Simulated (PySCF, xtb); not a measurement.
CH7NOSi, SMILES C[Si@H](N)O. The values are those of a single conformer.

Harmonic wavenumbers (cm⁻¹) from GFN2-xTB (xtb 6.7.1) at its own minimum, in rising order: 103, 192, 214, 244, 271, 307, 575, 646, 673, 712, 797, 813, 820, 841, 889, 933, 1385, 1496, 1504, 1531, 2253, 3034, 3048, 3054, 3476, 3518, 3672.

Q: What does PySCF 2.14.0 with PBE-D3(BJ)/def2-SVP give at its own minimum? (Estimate from the structure and the level; the computed values follow.)

A: 140, 186, 213, 224, 284, 359, 410, 625, 651, 718, 785, 787, 832, 882, 900, 928, 1218, 1383, 1385, 1493, 2158, 2972, 3067, 3079, 3490, 3585, 3745. Paired by order, the mean absolute difference is 46 cm⁻¹ and the zero-point energies are 52.9 and 52.2 kcal/mol.
